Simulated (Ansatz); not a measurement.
Molecule: C₂H₆Br₂Ge, charge 0, multiplicity 1. 
Geometry from a B3LYP-D3(BJ)/def2-TZVP (Ansatz, an electronic-structure program) optimisation:
```
Ge
C 1 1.9496
H 2 1.0877 1 109.33
H 2 1.0896 3 109.53 1 -119.73
H 2 1.0896 3 109.53 4 -120.54
C 1 1.9496 2 117.01 3 180.00
H 6 1.0877 1 109.33 2 180.00
H 6 1.0896 7 109.53 1 -119.73
H 6 1.0896 7 109.53 8 -120.54
Br 1 2.3364 2 107.95 3 58.09
Br 1 2.3364 2 107.95 3 -58.09
```
Charge 0, spin multiplicity 1.

Basis-set convergence of Hartree-Fock and CCSD(T) correlation energies (hartree) with Ansatz. Correlated levels leave the core frozen unless marked. Spin-orbit coupling is left out. The frozen core is the preceding noble-gas configuration, with the filled d and f shells of earlier blocks. No relativistic terms.

| basis | functions | E(HF) | E(corr, CCSD(T)) |
|---|---|---|---|
| cc-pVDZ | 139 | -7299.45794 | -0.68499 |
| cc-pVTZ | 273 | -7299.71419 | -0.88202 |
| cc-pVQZ | 494 | -7299.72862 | -0.94750 |

Extrapolating the two largest sets (X = 3 and 4) as X^-3: E(corr) = (64·(-0.94750) - 27·(-0.88202))/37 = -0.9953 Eh, an estimate of the basis-set limit. The largest set recovers 95.2 % of it, the smallest 68.8 %.
